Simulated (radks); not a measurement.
All-electron atom: the zinc ion Zn+ in [Ne] 3s2 3p5.5 3d10 4s1 4d0.5 (fractional occupations, a model configuration). Method: scalar-relativistic Kohn-Sham, TASK exchange with Perdew-Wang LDA correlation, spin-unpolarised, spherical densities, finite nucleus; meta-GGA in the generalised Kohn-Sham scheme; Fermi nuclear charge, rms radius 3.9283 fm; computed with a radial shooting solver on a logarithmic mesh with Libxc functionals.

Radial electron density D(r) = 4 pi r^2 rho(r):

```
   r/bohr * D(r) (the largest magnitude, 42, reaches the edge; | marks zero)
 0.001947 |*
 0.002267 | *
 0.002639 | *
 0.003073 |  *
 0.003577 |   *
 0.004164 |    *
 0.004848 |     *
 0.005644 |       *
  0.00657 |         *
 0.007649 |           *
 0.008904 |              *
  0.01037 |                  *
  0.01207 |                      *
  0.01405 |                          *
  0.01636 |                               *
  0.01904 |                                    *
  0.02217 |                                        *
   0.0258 |                                            *
  0.03004 |                                              *
  0.03497 |                                               *
  0.04071 |                                              *
   0.0474 |                                            *
  0.05518 |                                         *
  0.06423 |                                      *
  0.07478 |                                     *
  0.08705 |                                      *
   0.1013 |                                          *
    0.118 |                                               *
   0.1374 |                                                    *
   0.1599 |                                                      *
   0.1861 |                                                    *
   0.2184 |                                             *
   0.2543 |                                    *
   0.2961 |                            *
   0.3447 |                         *
   0.4012 |                         *
   0.4671 |                             *
   0.5438 |                               *
    0.633 |                              *
    0.737 |                          *
   0.8579 |                    *
   0.9988 |              *
    1.163 |        *
    1.354 |     *
    1.576 |  *
    1.835 | *
    2.136 |*
    2.486 |*
    2.894 *
     3.37 *
    3.923 *
    4.567 *
    5.316 *
    6.189 *
    7.205 *
    8.388 *
    9.765 *
    11.37 *
    13.23 *
    15.41 *
    17.94 *
```

D(r) has 4 maxima, at r = 0.0350, 0.160, 0.571, 6.98 bohr, and minima at 0.0754, 0.359, 4.83 bohr, inside which lie 2.10, 10.90, 28.56 electrons.
